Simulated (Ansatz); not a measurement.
Ideal-gas functions of C$_{2}$H$_{2}$GeN$_{2}$, SMILES `N#[C][GeH2][C]#N` at 500 K and 1 bar, from an Ansatz frequency run at PBE0-D4/def2-TZVP.

Molar mass 126.66 g/mol, point group C2v (symmetry number 2), electronic degeneracy 1, moments of inertia 82.196, 230.255, 305.807 u Å². Harmonic wavenumbers (cm⁻¹, unscaled): 90, 234, 253, 257, 389, 492, 512, 552, 694, 762, 856, 2228, 2236, 2341, 2344.

Use S(trans) = R[1.5 ln M + 2.5 ln T − 1.1517]; rotational temperatures θ = 24.2544 K / I; S(rot) = R[ln(√π/σ · √(T³/θAθBθC)) + 1.5]; for each mode x = 1.438777 ν̃/T, S = R[x/(eˣ − 1) − ln(1 − e⁻ˣ)] and H = RT x/(eˣ − 1); 1 cm⁻¹ = 0.0119627 kJ/mol; R = 8.31446 J/(mol·K).

**Question.** By hand: the entropy, in J/(mol·K).

**Answer.** Translation 180.0. Rotation: θ = 0.2951, 0.1053, 0.0793 K, giving 113.9. Vibration, mode by mode: 19.57, 11.76, 11.13, 11.01, 7.80, 6.09, 5.81, 5.29, 3.82, 3.27, 2.65, 0.10, 0.10, 0.08, 0.08, in all 88.5. Electronic 0.0. Sum 382.4 J/(mol·K).

**Question.** By hand: H − E and G − E in kJ/mol, counted from the electronic energy.

**Answer.** Zero-point energy ½ × 14240 × 0.0119627 = 85.2; thermal vibration 23.4; translation, rotation and pV give 4 RT = 16.6. H − E = 125.2 kJ/mol, and G − E = 125.2 − 500 × 382.4/1000 = -66.0 kJ/mol.

Vibration gives 23 % of the entropy, 19.6 J/(mol·K) of it from the mode under 150 cm⁻¹: soft modes count most, and the harmonic formula is weakest for them.
